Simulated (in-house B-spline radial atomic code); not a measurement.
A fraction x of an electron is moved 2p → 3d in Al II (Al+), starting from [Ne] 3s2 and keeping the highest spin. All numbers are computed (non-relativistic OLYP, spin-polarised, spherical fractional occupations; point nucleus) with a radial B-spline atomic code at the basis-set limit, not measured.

```tsv
x	E(x) - E(0) (eV)	2p down level (eV)	3d up level (eV)
0	0.0000	-78.493	-
0.125	9.5422	-81.125	-3.527
0.25	19.3962	-83.712	-3.668
0.375	29.5490	-86.256	-3.871
0.5	39.9898	-88.760	-4.101
0.625	?	?	?
0.75	?	?	?
0.875	72.9793	-96.046	-4.813
1	84.5166	-98.401	-5.042
```

(1) What belongs in the row x = 0.625?

(2) What belongs in the row x = 0.75?

(3) Check Janak's theorem between x = 0.125 and 0.25.

Answers

(1) An energy change of 50.7118 eV; 2p down at -91.226 eV, 3d up at -4.340 eV.

(2) An energy change of 61.7097 eV; 2p down at -93.654 eV, 3d up at -4.579 eV.

(3) The slope of the energy is 78.83 eV; the orbital levels give 78.82 eV (ε of the receiving orbital less ε of the emptying one, averaged over the two points).
